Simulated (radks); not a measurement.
Question: All-electron atom: He in [He]. Calculated with a radial shooting solver on a logarithmic mesh with Libxc functionals: scalar-relativistic Kohn-Sham, PBE, spin-polarised, spherical densities, point nucleus; hard spherical wall at 3.5 bohr. Some entries of the table are withheld. Estimate them.

| orbital | occ. | eigenvalue (eV) | <r^2> (bohr^2) |
|---|---|---|---|
| 1s | 2 | -15.0046 | (1) |
| 2p | 0 | (2) | (3) |
| 2s | 0 | (4) | 4.451 |

Answer: 
(1) 1s <r^2> (bohr^2): 1.116
(2) 2p eigenvalue (eV): 15.0518
(3) 2p <r^2> (bohr^2): 4.071
(4) 2s eigenvalue (eV): 18.8968
